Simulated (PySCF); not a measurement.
## Gas-phase XPS of SiF2Cl2, computed

SiF2Cl2.
Structure used (PBE0-D3(BJ)/def2-SVP), in Å, numbered top down from 1:
```xyz
5
Cl2F2Si angstrom
Si     0.0606   -0.0004    0.0449
F      0.0768   -0.0163    1.6418
F      1.5772    0.0084   -0.4546
Cl    -0.8621    1.6766   -0.5978
Cl    -0.8525   -1.6682   -0.6343
```

Method: delta-SCF UKS SCAN, pcX-2 on the ionised atom, pcseg-1 elsewhere, spin-free X2C in PySCF 2.14.0. Binding energies are ΔSCF values: E(core-ionised, relaxed orbitals) − E(ground state) at a fixed geometry, referred to the vacuum level.

Question: List the computed XPS lines with their assignment.

Answer: 
```tsv
atom(s)	environment	level	binding energy (eV)	2p1/2 (eV)	count
Si1	silicon bonded to 2 Cl and 2 F	Si 2p3/2	111.06	111.69	1
Cl4/Cl5	chlorine bonded to Si	Cl 2p3/2	207.41	209.06	2
F2/F3	fluorine bonded to Si	F 1s	693.81	–	2
Si1	silicon bonded to 2 Cl and 2 F	Si 1s	1851.41	–	1
Cl4/Cl5	chlorine bonded to Si	Cl 1s	2830.01	–	2
```

Question: Give the binding energy of Cl 2p3/2 of Cl4/Cl5 in hartree and in kJ/mol.

Answer: 207.41 eV = 7.6222 Eh = 20012 kJ/mol.

Question: Which photon energy gives electrons from Cl 2p3/2 of Cl4/Cl5 a kinetic energy of 100 eV, and what is their de Broglie wavelength?

Answer: hν = 207.41 + 100 = 307.41 eV, recoil neglected; λ = 12.264 Å/√(E/eV) = 1.23 Å.

The first atom of each set that the bonding makes equivalent was ionised and stands for the set. Spin–orbit and ligand-field terms were added within each 2p shell after the spin-free SCF. 2p1/2 minus 2p3/2 (ligand field included): Si 0.63 eV, Cl 1.65 eV. Geometry: PBE0-D3(BJ)/def2-SVP; no solvent, vibrations or thermal averaging.
